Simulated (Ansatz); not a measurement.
`[CH3][AlH][SiH2][SeH]` + `O[SiH3]` → `[CH3][AlH][O][SiH3]` + `[SiH3][SeH]`  (cleavage of the Al–Si bond)

Computed with Ansatz on PBE0-D4/def2-TZVP structures; ΔE is electronic, products minus reactants. CCSD(T)/CBS adds triple-zeta CCSD(T) − MP2 to the extrapolated MP2 energy (def2 sets, frozen cores). DFT in def2-TZVPP. For Se outer-core shells are correlated without core-valence functions, which leaves a few kJ/mol of doubt a bond. Scalar relativity is left out up to krypton. One conformer a species, not always the lowest.

**Question.** Is it downhill or uphill in electronic energy at CCSD(T)/CBS, and by how much? (An estimate is asked.)

**Answer.** The calculation gave: Downhill: ΔE = -160.2 kJ/mol.

**Question.** What do these levels give: LDA (SPW92), BLYP-D4, r2SCAN-D4, PBE0, LC-ωPBE, CCSD/def2-TZVPP? (Best estimate.)

**Answer.** Ansatz gave: LDA (SPW92) -140.8, BLYP-D4 -159.8, r2SCAN-D4 -158.7, PBE0 -144.0, LC-ωPBE -155.2, CCSD/def2-TZVPP -164.5 kJ/mol.

Largest T1 diagnostic among the species: 0.011.

At CCSD(T), def2-SVP lies −8.8 kJ/mol from the extrapolated value and def2-TZVPP −1.0 kJ/mol. From PBE to PBE0 (25 % exact exchange), in def2-TZVPP and without D4, ΔE moves by −6.5 kJ/mol. Leaving LDA and LC-ωPBE aside and taking each functional with its dispersion term where it has one, the values, not all of them listed here, spread over 34.6 kJ/mol, from BHLYP-D4 to PBE-D4. LDA lies −3.2 kJ/mol from PBE without D4.
